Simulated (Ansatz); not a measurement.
The same path of C₃H₈AlB (13 atoms, charge 0, multiplicity 1) was run twice with different band settings. The coordinate that changes most is the dihedral H6–C1–C2–B3.

Computed with RKS PBE0-D4/cc-pVDZ in Ansatz 0.2.0.

Relaxed end points:

```xyz
13
Properties=species:S:1:pos:R:3
C -1.747 0.681 0.476
C -0.396 1.208 -0.006
B 0.686 0.095 -0.226
C 0.698 -1.370 -0.072
Al 2.525 -0.448 -0.738
H -2.478 1.492 0.619
H -1.649 0.150 1.437
H -2.179 -0.031 -0.245
H -0.522 1.771 -0.948
H 0.000 1.952 0.709
H -0.165 -1.962 0.265
H 1.521 -2.105 -0.255
H 3.727 -1.469 -1.002
```

```xyz
13
Properties=species:S:1:pos:R:3
C -1.735 0.683 0.518
C -0.353 1.212 0.138
B 0.696 0.096 -0.193
C 0.652 -1.376 -0.231
Al 2.530 -0.445 -0.727
H -2.172 0.084 -0.297
H -2.441 1.498 0.744
H -1.684 0.033 1.406
H -0.432 1.892 -0.729
H 0.047 1.847 0.949
H -0.245 -1.969 0.001
H 1.454 -2.116 -0.478
H 3.702 -1.473 -1.086
```

Common settings: movable images 9; climbing image yes; optimiser quadratic models (default); start path through a guess of the saddle point; force threshold 0.03 eV/Å; iteration limit 60; end points relaxed.

| run | spring |
| --- | --- |
| 1 | 5.0 eV/Å² |
| 2 | 0.5 eV/Å² |

(1) What does each run give, and how far can it be trusted?

Results:

(1) Run 1: converged after 20 iterations, highest image 0.131 eV above the first end. A vibrational analysis at the climbing image gives one clearly imaginary mode, 246i cm⁻¹: a first-order saddle point.
Run 2: converged after 18 iterations, highest image 0.131 eV above the first end. Another band between the same ends (9 images) ends at a top of the same energy, where a vibrational analysis finds 1 clearly imaginary mode.
